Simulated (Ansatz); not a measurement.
Cost and result up the ladder for Cd₁₃H₃₀S₁₃ (56 atoms). Total charge 0; singlet. Geometry: r2SCAN-D4/def2-SVP.

```xyz
56

Cd   -0.4194   -3.0777   -1.6246
Cd    3.0789   -0.1400   -3.5576
Cd   -0.4811   -0.2646   -5.3311
Cd   -2.9902    0.0289   -1.8296
Cd    0.9682    2.5537   -4.8059
Cd    4.0192   -3.3904    1.7088
Cd    1.1648   -4.8398    1.9846
Cd   -2.4258   -1.8960    1.6742
Cd    1.9272   -1.5059    4.0203
Cd    0.7287    0.6182    0.2218
Cd   -1.8995    4.2788    0.4836
Cd   -2.2268    3.1753    3.9414
Cd   -4.5455    1.8319    2.1696
S     0.9448   -1.6600   -3.5649
S     1.8806   -3.6830   -0.3352
S     4.4463   -1.2753   -1.4521
S    -1.1307   -0.9584   -0.3453
S     1.6764    1.5437   -2.0310
S    -1.5144    1.4842   -3.5678
S    -3.3744    2.2210   -0.1919
S    -0.3448    4.4937   -1.7805
S     2.5310   -0.7469    1.5323
S    -0.1364   -2.7355    2.9734
S    -2.5913    0.3145    3.2254
S     0.7404    0.8839    4.7079
S    -0.2885    2.5244    1.6914
H    -1.2751   -4.3947   -2.2473
H     4.1696    0.3072   -4.7694
H    -1.3362   -0.9171   -6.6289
H     1.0952    0.9394   -5.5012
H    -4.4337   -0.5980   -2.4441
H     1.1037    4.2164   -4.7311
H     5.5347   -3.1000    1.0706
H     0.6789   -6.4470    2.1322
H     2.8138   -4.0742    2.7970
H    -3.7084   -2.9860    1.8201
H     3.0408   -1.9519    5.2116
H    -2.2827    5.8212    1.0600
H    -1.2820    3.4230    5.2958
H    -6.1910    1.5574    2.4107
H    -3.5554    3.4346    2.8131
H     1.2924   -2.6606   -4.4067
H     2.1061   -4.8448   -0.9920
H     3.5139   -2.2275   -1.1075
H     5.1745   -2.1359   -2.2029
H     2.6472    2.3956   -1.6292
H    -2.5519    1.8595   -4.3517
H    -4.4378    2.8002   -0.7953
H    -0.8582    3.4180   -2.4701
H    -1.1393    5.3890   -2.4142
H     3.4962    0.1696    1.7728
H    -0.6733   -3.3758    4.0376
H    -3.3664   -0.2457    4.1831
H    -0.5224    0.6175    4.2281
H     0.4275    0.5265    5.9763
H     0.7813    3.3056    1.9653
```

Ansatz on 11 threads of AMD EPYC 7R13 on a shared host and a whole NVIDIA H100 80GB HBM3. Times are rough, and most runs start from the orbitals of an earlier one. PBE0-D4/def2-TZVP serves as the yardstick here, not as an exact answer. Differences are given only for rows in sets of like size (and for xTB, whose basis is part of the method), since another set adds its own error. Binding counts from free atoms at the same level (Cd singlet, S triplet, H doublet; other spins of the atoms weren't run), without zero-point energy or a counterpoise term.

In the def2 sets Cd takes a core potential; there is no spin–orbit coupling. Single mean-field runs in def2-SVP, def2-TZVP are fitted with def2-universal-jkfit.

```json
{"level": "PBE-D4/def2-SVP", "functions": "787", "wall time": "6 s"}
{"level": "PBE0-D4/def2-SVP", "functions": "787", "wall time": "7 s"}
{"level": "PBE0-D4/def2-TZVP", "functions": "1181", "wall time": "11 s"}
{"level": "PBE-D4/def2-TZVP (with forces)", "functions": "1181", "wall time": "11 s"}
{"level": "r2SCAN-D4/def2-TZVP (with forces)", "functions": "1181", "wall time": "11 s"}
```

Q: Estimate what each level gives for the binding energy per atom (eV).

A: 
```csv
level,binding energy per atom (eV),difference from PBE0-D4/def2-TZVP (eV)
PBE-D4/def2-SVP,2.21,–
PBE0-D4/def2-SVP,2.21,–
PBE0-D4/def2-TZVP,2.18,0.00
PBE-D4/def2-TZVP (with forces),2.17,0.00
r2SCAN-D4/def2-TZVP (with forces),2.22,0.04
```
